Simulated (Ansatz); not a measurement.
Question: Name a neutral molecule of C, F, Si and H with HOMO–LUMO gap (PBE0/def2-TZVPP) between 7.20 and 7.50 eV and LUMO energy (ωB97M-V/def2-TZVPP) between 1.75 and 2.05 eV (Ansatz, PBE0-D4/def2-TZVP geometry).

Answer: `C=C(F)C[SiH3]` (7.44 eV, 2.03 eV); `CC1=C[SiH]1F` (7.32 eV, 1.94 eV); `FC[SiH]1CC1` (7.23 eV, 1.92 eV); `C/C=C(\F)[SiH3]` (7.25 eV, 1.98 eV); `F[C@H]1C[Si@@H]1F` (7.39 eV, 1.85 eV). Other molecules can fit too; these were computed, each in one conformer that needn't be the lowest.
